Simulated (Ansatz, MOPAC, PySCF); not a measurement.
Dimer: stibine (SMILES [SbH3]) (first 4 atoms) with stibine (SMILES [SbH3]); geometry from B3LYP-D3(BJ)/def2-TZVP, rigid monomers moved along the line of their centres of mass till Sb1···Sb5 is 3.94 Å.
(charge 0, multiplicity 1):
```
atom    x (Å)    y (Å)    z (Å)
----  -------  -------  -------
Sb     0.3451  -0.3220  -0.4202
H      1.6069  -0.2715   0.7382
H     -0.4480  -1.5696   0.4464
H     -0.5328   0.8779   0.4312
Sb    -0.3778  -0.1000   3.4463
H      0.0285   1.5048   3.0068
H     -1.0165   0.4303   4.9496
H     -1.9131   0.0343   2.6994
```

Interaction energies are E(AB) − E(A) − E(B) at the monomers' geometry in the complex; basis-set methods are counterpoise corrected. Rows marked so take none.

Rows in STO-3G carry no dispersion term and start afresh at each structure; the Pople sets are all-electron and without relativity. The state reached by PM3 isn't checked.

The values were computed with Ansatz (Gaussian orbitals); MOPAC for PM3 (differences of heats of formation); PySCF for STO-3G rows, the dispersion terms. Values without a source in brackets are computed. In def2 rows elements past Kr take small-core potentials, without spin–orbit coupling.

### Question
One of these levels gives 0.41 kcal/mol for the interaction energy. Which?
A) PM3
B) PBE0/def2-TZVPPD
C) r2SCAN-D3(BJ)/def2-TZVPPD
D) HF/STO-3G (no counterpoise)

### Answer
A, PM3. The others give 4.22 (HF/STO-3G (no counterpoise)), -0.02 (r2SCAN-D3(BJ)/def2-TZVPPD), 1.07 (PBE0/def2-TZVPPD)

Ansatz is a program for electronic structure.
